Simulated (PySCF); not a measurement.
Computed shifts of a molecule C4H12GeO4, B3LYP/pcSseg-1 (PySCF), GIAO, gas phase, equivalent atoms averaged, in ppm (number of nuclei): ¹³C: 60.3 (4). ¹H: 4.27 (12). References: ¹³C against TMS (σ = 181.3 ppm); ¹⁷O against H2O (σ = 333.8 ppm); ⁷³Ge against GeH4 (σ = 1631.8 ppm); ¹H against TMS (σ = 31.68 ppm), references at their B3LYP-D3(BJ)/def2-TZVP geometries, non-relativistic. Geometry: PBE-D3(BJ)/def2-SVP. One conformer was computed; it need not be the lowest.

Question: Which structure fits?
A. CC[O][Ge]([OH])([O]C)[O]C
B. C[O][Ge]([O]C)([O]C)[O]C
C. CC(C)(C)[O][Ge]([OH])([OH])[OH]

Answer: B, C[O][Ge]([O]C)([O]C)[O]C
